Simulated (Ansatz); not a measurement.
This geometry of C₃H₉AlSeSi (15 atoms, charge 0, multiplicity 1) is a first-order saddle point.

Computed with Ansatz, RHF/def2-SVP.

```xyz
15
Properties=species:S:1:pos:R:3
C 1.309 -1.670 0.601
C 0.273 -1.084 -0.380
C -0.207 0.326 -0.078
Se -1.131 0.548 1.700
Al 0.325 2.196 0.363
Si -1.138 1.485 -1.307
H 2.257 -1.877 0.102
H 0.963 -2.605 1.042
H 1.523 -0.985 1.422
H 0.709 -1.040 -1.381
H -0.581 -1.762 -0.465
H -2.525 0.755 1.314
H 1.436 3.010 1.113
H -2.622 1.397 -1.339
H -0.613 1.256 -2.678
```

(1) Which two structures does it join? (They come from a converged band through this point; their orientation in space is the band's.)

(2) How far does it lie above each of them?

Results:

(1) No bond is made or broken. The dihedral H9–C1–C2–C3 goes from -57 to 64°. The two ends are copies of one structure, up to a mirror image or an exchange of like atoms.

Image 0:

```xyz
15
Properties=species:S:1:pos:R:3
C 1.470 -1.564 0.442
C 0.423 -0.983 -0.504
C -0.243 0.300 -0.037
Se -1.286 0.155 1.680
Al 0.037 2.133 0.695
Si -1.237 1.519 -1.157
H 1.933 -2.453 0.009
H 1.028 -1.857 1.397
H 2.260 -0.838 0.647
H 0.906 -0.745 -1.457
H -0.326 -1.748 -0.732
H -2.670 0.263 1.226
H 0.995 2.948 1.629
H -2.696 1.271 -1.302
H -0.617 1.550 -2.507
```

Image 6:

```xyz
15
Properties=species:S:1:pos:R:3
C 1.283 -1.671 0.606
C 0.257 -1.095 -0.367
C -0.205 0.322 -0.072
Se -1.132 0.575 1.697
Al 0.360 2.187 0.352
Si -1.110 1.487 -1.316
H 2.170 -1.036 0.662
H 1.600 -2.667 0.288
H 0.871 -1.764 1.613
H 0.701 -1.067 -1.367
H -0.598 -1.775 -0.439
H -2.519 0.808 1.304
H 1.482 2.990 1.098
H -2.595 1.422 -1.348
H -0.587 1.235 -2.683
```

(2) 15.2 kJ/mol above the first and 15.2 kJ/mol above the second. This is the barrier of this one path; another mechanism may lie lower.

Run time: 2.1 min on 2 threads of Arm Neoverse V2, with other jobs on the host, peak memory 0.5 GiB.
